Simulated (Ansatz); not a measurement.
Sn₁₉H₂₈, a nanocrystal cut from cubic tin. The state is a triplet with charge 0. Geometry PBE-D4/def2-SVP, that of the neutral singlet; atoms count from 1.

```
atom    x (Å)    y (Å)    z (Å)
 Sn1  -4.1625  -2.3747   0.9408
 Sn2  -4.4224   2.0576  -0.2779
 Sn3  -0.2416  -4.0575   2.7075
 Sn4  -0.4769   0.3560   1.3995
 Sn5   3.4080  -1.3057   3.2459
 Sn6   2.0742  -2.5495  -1.0291
 Sn7   3.1495   3.1387   2.0222
 Sn8  -1.8285  -0.8713  -2.7842
 Sn9   1.8156   1.8758  -2.2440
Sn10  -0.7606   4.8168   0.2685
Sn11  -2.5717  -4.6746   1.2554
Sn12  -2.7400  -0.2127  -0.1962
Sn13  -3.0984   4.3521  -1.2274
Sn14  -0.1099  -3.1062  -2.7240
Sn15   1.2065  -1.9083   1.5782
Sn16   0.9439   2.5631   0.3503
Sn17   4.8629   0.9307   2.3516
Sn18   3.4795  -0.4005  -2.1952
Sn19  -0.3616   1.2506  -3.9233
 H20  -5.5643  -2.7274  -0.0255
 H21  -4.7410  -1.8801   2.5036
 H22  -4.9923   2.3667   1.3351
 H23  -5.8235   1.7131  -1.2482
 H24  -0.6967  -3.6131   4.3252
 H25   0.7860  -5.4538   2.8402
 H26  -1.0225   0.7645   3.0072
 H27   2.8026  -0.9766   4.8418
 H28   4.4410  -2.6981   3.3775
 H29   3.1155  -3.9462  -0.9461
 H30   2.5407   3.6090   3.5811
 H31   4.0239   4.5030   1.3918
 H32  -3.2078  -1.2285  -3.7901
 H33   2.6965   3.2235  -2.9143
 H34  -1.2106   5.2142   1.9000
 H35   0.1060   6.1863  -0.3613
 H36  -3.4728  -5.9231   2.0628
 H37  -2.1291  -5.2833  -0.3070
 H38  -4.1513   5.7332  -1.1457
 H39  -2.6767   4.1203  -2.8935
 H40  -0.9533  -4.5322  -2.2064
 H41   0.4847  -3.4063  -4.3310
 H42   5.6125   0.5555   0.8335
 H43   6.1320   1.3139   3.4763
 H44   4.9552  -0.0788  -1.3399
 H45   3.9043  -0.8238  -3.8282
 H46  -1.3713   2.6382  -4.1829
 H47   0.2462   0.7497  -5.4745
```

In the def2 sets Sn takes a core potential; there is no spin–orbit coupling. Single mean-field runs in def2-SVP are fitted with def2-universal-jkfit. At PBE0-D4/def2-SVP a singlet of charge 0 lies 3.41 eV below the triplet at the same geometry.

Q: Estimate the Mulliken populations of the heavy atoms from the PBE0/def2-SVP orbitals of Ansatz.

A: 
| atom | charge (e) | spin (α − β) |
| --- | --- | --- |
| Sn1 | 0.17 | 0.01 |
| Sn2 | 0.17 | 0.05 |
| Sn3 | 0.16 | 0.35 |
| Sn4 | 0.04 | 0.11 |
| Sn5 | 0.16 | 0.35 |
| Sn6 | 0.01 | 0.06 |
| Sn7 | 0.17 | 0.01 |
| Sn8 | 0.04 | 0.00 |
| Sn9 | 0.04 | 0.00 |
| Sn10 | 0.17 | 0.06 |
| Sn11 | 0.13 | 0.13 |
| Sn12 | -0.15 | 0.08 |
| Sn13 | 0.12 | 0.01 |
| Sn14 | 0.15 | 0.03 |
| Sn15 | -0.11 | 0.23 |
| Sn16 | -0.15 | 0.08 |
| Sn17 | 0.13 | 0.13 |
| Sn18 | 0.15 | 0.03 |
| Sn19 | 0.15 | 0.00 |
Mulliken values depend strongly on the basis.

Q: Where does the spin sit?

A: Summed by element: Sn 1.71, H 0.29, of 2 unpaired in all. Largest on single atoms: Sn3 0.35, Sn5 0.35, Sn15 0.23.

Q: And the Mayer bond orders between heavy atoms (over 0.3)?

A: Sn1–Sn11 0.87 (2.81 Å); Sn1–Sn12 0.85 (2.83 Å); Sn2–Sn12 0.81 (2.83 Å); Sn2–Sn13 0.87 (2.81 Å); Sn3–Sn11 0.78 (2.81 Å); Sn3–Sn15 0.55 (2.83 Å); Sn4–Sn12 0.78 (2.83 Å); Sn4–Sn15 0.82 (2.83 Å); Sn4–Sn16 0.78 (2.83 Å); Sn5–Sn15 0.55 (2.83 Å); Sn5–Sn17 0.78 (2.81 Å); Sn6–Sn14 0.84 (2.82 Å); Sn6–Sn15 0.85 (2.82 Å); Sn6–Sn18 0.84 (2.82 Å); Sn7–Sn16 0.85 (2.83 Å); Sn7–Sn17 0.87 (2.81 Å); Sn8–Sn12 0.86 (2.82 Å); Sn8–Sn14 0.86 (2.82 Å); Sn8–Sn19 0.87 (2.82 Å); Sn9–Sn16 0.86 (2.82 Å); Sn9–Sn18 0.86 (2.82 Å); Sn9–Sn19 0.87 (2.82 Å); Sn10–Sn13 0.87 (2.81 Å); Sn10–Sn16 0.81 (2.83 Å).
